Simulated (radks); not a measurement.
Q: The mean radii <r> (bohr) of the occupied orbitals of an atom or ion are listed with their occupations. All-electron calculation, Dirac Kohn-Sham, revPBE, spin-unpolarised, spherical densities, finite nucleus; Fermi nuclear charge, rms radius of each element as measured or else 0.836 A^(1/3) + 0.57 fm. Program: a radial shooting solver on a logarithmic mesh with Libxc functionals.

orbital  occ.      <r>
1s1/2       2  0.03609
2s1/2       2   0.1577
2p1/2       2   0.1346
2p3/2       4   0.1391
3s1/2       2   0.4429
3p1/2       2   0.4385
3p3/2       4   0.4490
3d3/2       4   0.4309
3d5/2       6   0.4344
4s1/2       2    1.160
4p1/2       2    1.283
4p3/2       4    1.315
5s1/2       1    3.753
4d3/2       4    2.203

Name the element and its charge. Open shells, if any, fill j = l - 1/2 first.

A: Z = 41, niobium, charge 0: Nb in [Kr] 4d4 5s1. The 1s radius gives Z: for a bare nucleus <r> = (2 gamma + 1)/(2Z) with gamma = sqrt(1 - (Z/c)^2), 0.03547 bohr for Z = 41, and screening makes it slightly larger (0.03609 here). The occupations add up to 41, and the charge is Z minus that.
